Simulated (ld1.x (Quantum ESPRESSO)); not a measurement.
## Plane-wave convergence, PAW potential for Ir (Z = 77)

ld1.x (Quantum ESPRESSO) 7.5 input, shortened:

```
&input
   title='Ir', zed=77., rel=1, dft='PBE', iswitch=3,
   config='[Xe] 4f14 5d7 6s1.5 6p0'
 /
 &inputp
   pseudotype=3, lpaw=.true., tm=.true., lloc=-2, rcloc=1.60,
   nlcc=.true., new_core_ps=.true., rcore=0.65,
   which_augfun='GAUSS', rmatch_augfun=0.95
 /
8
5S  1  0   2.00   0.00  1.25  1.30  0.0
6S  2  0   1.50   0.00  1.25  1.30  0.0
5P  2  1   6.00   0.00  1.55  2.00  0.0
6P  3  1   0.00   0.00  1.55  2.00  0.0
5D  3  2   7.00   0.00  1.75  2.00  0.0
5D  3  2   0.00   0.70  1.75  2.00  0.0
4F  4  3  14.00   0.00  0.85  0.90  0.0
4F  4  3   0.00  -2.80  0.85  0.90  0.0
 &test
   configts(1)='4f14 5s2 5p6 5d7 6s1.5 6p0'
 /
```

The pseudo-atom Hamiltonian at the reference potential is diagonalised in spherical Bessel functions j_l(qr) that vanish at 20 bohr, with q² up to the cutoff. All-electron valence levels (Ry): 5s -7.4967, 6s -0.7240, 5p -4.3164, 6p -0.2993, 5d -0.8163, 4f -4.8649.

Problem. How do the lowest levels (Ry) of each channel move with the cutoff, and are there ghosts?

Solution.

```tsv
cutoff (Ry)	s #1	s #2	s #3	p #1	p #2	p #3	d #1	d #2	f #1	f #2	Σ f·Δε (mRy)
8	-6.7132	-0.6180	-0.0977	-4.0337	-0.2194	-0.0265	-0.4256	-0.0237	0.0349	0.1414	74754.8
15	-7.3441	-0.7093	-0.1098	-4.3008	-0.2488	-0.0324	-0.7353	-0.0323	0.0349	0.1412	69585.5
25	-7.4843	-0.7237	-0.1116	-4.3157	-0.2801	-0.0381	-0.8141	-0.0344	0.0349	0.1411	68642.1
35	-7.4958	-0.7239	-0.1116	-4.3163	-0.2985	-0.0413	-0.8158	-0.0345	0.0348	0.1408	68603.0
50	-7.4965	-0.7239	-0.1116	-4.3163	-0.2990	-0.0415	-0.8163	-0.0345	0.0321	0.0585	68560.6
70	-7.4966	-0.7240	-0.1116	-4.3164	-0.2993	-0.0415	-0.8163	-0.0345	-2.2655	0.0349	36392.2
100	-7.4967	-0.7240	-0.1116	-4.3164	-0.2993	-0.0415	-0.8163	-0.0345	-4.3137	0.0349	7717.6
140	-7.4967	-0.7240	-0.1116	-4.3164	-0.2993	-0.0415	-0.8163	-0.0345	-4.8250	0.0349	559.8
180	-7.4967	-0.7240	-0.1116	-4.3164	-0.2993	-0.0415	-0.8163	-0.0345	-4.8609	0.0349	56.3
260	-7.4967	-0.7240	-0.1116	-4.3164	-0.2993	-0.0415	-0.8163	-0.0345	-4.8644	0.0349	7.0
400	-7.4968	-0.7240	-0.1116	-4.3164	-0.2993	-0.0415	-0.8163	-0.0345	-4.8649	0.0349	0.0
```

Result: no extra level below or beside the all-electron valence levels (s, p, d, f tested); 10 mRy is reached at 260 Ry and 1 mRy at over 300 Ry.

Test run stopped at test 5 of 7 (negative rho).
